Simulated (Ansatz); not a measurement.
Born–Oppenheimer molecular dynamics of Cl2H2O2Zr (7 atoms, charge 0, multiplicity 1). It starts from a relaxed structure.

Method: RHF/def2-SVP in Ansatz 0.2.0.

```yaml
ensemble: NVE (velocity Verlet)
time_step: 0.5 fs
steps_asked: 100
starting_velocities_drawn_for: 1000 K
masses: H 10 u
seed: 862761
```

First frame:

```xyz
7
Properties=species:S:1:pos:R:3
Zr -0.158 -0.140 -0.070
O -0.360 -0.139 1.817
H -0.432 -0.143 2.756
O 1.671 -0.341 -0.534
H 2.586 -0.441 -0.730
Cl -0.967 1.937 -0.945
Cl -1.404 -1.966 -0.991
```

Task: How far do the bonds stretch over the last three quarters of this one trajectory? (Pairs bonded in most of those frames.)

Result: 
```
   bond  mean (Å)  spread (Å)  shortest  longest
 Zr1–O2     1.901       0.053      1.82     1.99
 Zr1–O4     1.926       0.041      1.85     1.97
Zr1–Cl6     2.381       0.041      2.34     2.46
Zr1–Cl7     2.415       0.038      2.34     2.45
  O2–H3     0.949       0.045      0.88     1.02
  O4–H5     0.945       0.008      0.93     0.96
```

Mean temperature of the second half: 536 K. The conserved energy stayed within 0.17 meV per atom of its start (net change 0.0073 meV per atom), so the integration is sound. A run of 0.05 ps of so small a system gives no equilibrium averages.

Time of the run: 3.8 min on 1 thread of Intel(R) Xeon(R) Platinum 8488C (Sapphire Rapids) (shared host), peak memory 0.23 GiB.
